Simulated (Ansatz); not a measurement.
Counterpoise correction, worked out

The pair of CH4 (SMILES C, atoms 1–5) and H2 (SMILES [H][H], atoms 6–7), both closed shells, in one local arrangement (a lower one may exist), relaxed at PBE0-D4/def2-TZVP:

```json
{"atom": "C1", "x (Å)": "-0.0826", "y (Å)": "-0.0198", "z (Å)": "-1.0525"}
{"atom": "H2", "x (Å)": "-0.2386", "y (Å)": "0.8353", "z (Å)": "-1.7096"}
{"atom": "H3", "x (Å)": "0.0567", "y (Å)": "-0.9188", "z (Å)": "-1.6523"}
{"atom": "H4", "x (Å)": "-0.9525", "y (Å)": "-0.1448", "z (Å)": "-0.4080"}
{"atom": "H5", "x (Å)": "0.8035", "y (Å)": "0.1497", "z (Å)": "-0.4412"}
{"atom": "H6", "x (Å)": "0.1426", "y (Å)": "-0.0368", "z (Å)": "2.2745"}
{"atom": "H7", "x (Å)": "0.2709", "y (Å)": "0.1351", "z (Å)": "2.9893"}
```

Ansatz 0.2.0; basis: def2-TZVPPD; cores frozen in the correlated methods.

CCSD(T) total energies in eV:

| system | geometry | basis functions | energy |
| --- | --- | --- | --- |
| pair | pair | all | -1132.32584 |
| CH4 | as in the pair | all (partner as ghosts) | -1100.41362 |
| H2 | as in the pair | all (partner as ghosts) | -31.90484 |
| CH4 | as in the pair | its own | -1100.41234 |
| H2 | as in the pair | its own | -31.90432 |
| CH4 | free (PBE0-D4 minimum) | its own | -1100.41235 |
| H2 | free (PBE0-D4 minimum) | its own | -31.90432 |

Task: Work out the interaction energy with and without the counterpoise correction, the superposition error, and the binding energy from the relaxed fragments.

Result: Without correction: -1132.32584 − (-1100.41234) − (-31.90432) = -0.00918 eV.
With correction (each fragment in the whole basis): -1132.32584 − (-1100.41362) − (-31.90484) = -0.00738 eV = -0.17 kcal/mol.
The superposition error is the difference, 0.00180 eV: each fragment borrows its partner's functions.
Deformation from the free shapes: 0.00001 eV for CH4 and 0.00000 eV for H2.
Binding energy from relaxed fragments: -0.00738 + 0.00001 + 0.00000 = -0.00737 eV = -0.17 kcal/mol (electronic, without zero-point energy; negative means bound). For comparison, the corrected interaction energy by CCSD(T) at an estimated basis limit (MP2 extrapolated from triple and quadruple zeta, plus CCSD(T) − MP2 in triple zeta) is -0.009 eV.

No T1 diagnostic of these runs exceeds 0.008.

For scale, one of the runs: CCSD(T)/def2-TZVPPD, 139 basis functions, launched by `ansatz run in.yaml --threads 2 --pin off --events-out ev --progress --plain --max-ram 5222MiB`. Hardware: 2 CPU threads of an Arm Neoverse V1, shared host. Wall time 4.4 s; peak host memory 0.75 GiB.
